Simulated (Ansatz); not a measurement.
```yaml
crystal:
  periodic: [true, true, true]
  atoms:
    - {symbol: Cl, position_ang: [1.881730, 0.512326, -2.278874]}
    - {symbol: Al, position_ang: [1.505786, 0.296442, -0.450569]}
    - {symbol: Cl, position_ang: [0.339877, -1.619692, 0.217741]}
    - {symbol: Al, position_ang: [-1.315761, -0.264781, 0.619666]}
    - {symbol: Cl, position_ang: [-2.908233, -0.391052, -0.892454]}
    - {symbol: Cl, position_ang: [-0.065012, 1.665805, 0.162057]}
    - {symbol: H, position_ang: [2.587755, 0.385314, 0.551669]}
    - {symbol: H, position_ang: [-1.696188, -0.447438, 2.067773]}
basis:
  gaussian: {orbitals: aug-cc-pVTZ}
hamiltonian: {xc: {name: r2SCAN50}, dispersion: d4}
scf: {lower_state_search: off}
output: {forces: true}
```

```sh
$ ansatz run in.yaml --threads 4 --pin off --events-out ev --progress --plain --max-ram 10444MiB
```

**Question.** How does Ansatz answer? (Estimate.)

**Answer.** The calculation gave: The program refused the input.
```
Error: YAML parse error: error: line 2 column 3: crystal: missing field `lattice` (a structure is typed as `lattice` and `atoms`, a molecule's as `atoms` in Å alone, or read from a run's directory, `checkpoint`)
 --> <input>:2:3
1 | crystal:
2 |   periodic: [true, true, true]
3 |   atoms:
4 |     - {symbol: Cl, position_ang: [1.881730, 0.512326, -2.278874]}
```
